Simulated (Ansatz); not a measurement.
Species: sum formula H₄Si₂OCl, net charge 0, doublet state. It need not be the lowest isomer of its formula. 
Structure (B3LYP-D3(BJ)/def2-TZVP (Ansatz, a program for electronic structure) minimum search):
```xyz
8

Si    -2.0895     0.1230    -0.1980
O     -0.6079     0.8466    -0.3020
Si     0.9579     0.7771     0.1410
Cl     1.5596    -1.2090     0.2743
H     -2.1072    -1.0912    -1.0406
H     -2.3734    -0.2397     1.2080
H     -3.0911     1.0943    -0.6818
H      1.7642     1.4153    -0.9357
```
Charge 0, spin multiplicity 2.

Total electronic energies in hartree. Valence correlation only, unless marked. UHF or UKS for open shells. No spin-orbit coupling. No relativistic terms. CBS(X,Y): correlation extrapolated as X^-3; Hartree-Fock from the larger set.

| level | program | energy (Eh) |
|---|---|---|
| HF/aug-cc-pV(Q+d)Z | Ansatz | -1114.77100 |
| BLYP-D4/def2-TZVPD | Ansatz + dftd4 | -1116.95861 |
| B3LYP/def2-TZVPD | Ansatz | -1117.02688 |
| PBE0/def2-TZVP | Ansatz | ___ |
| wB97M-V/def2-TZVPD | Ansatz | ___ |
| B2PLYP/def2-TZVPD | Ansatz | -1116.54463 |
| CCSD/aug-cc-pV(D+d)Z | Ansatz | -1115.26648 |
| CCSD/aug-cc-pV(T+d)Z | Ansatz | -1115.45968 |
| CCSD(T)/CBS(aug-cc-pV(T+d)Z,aug-cc-pV(Q+d)Z) | Ansatz | -1115.5818 |

**Question.** What belongs in the gaps?

**Answer.** 
- PBE0/def2-TZVP, energy (Eh): -1116.48443
- wB97M-V/def2-TZVPD, energy (Eh): -1116.87170
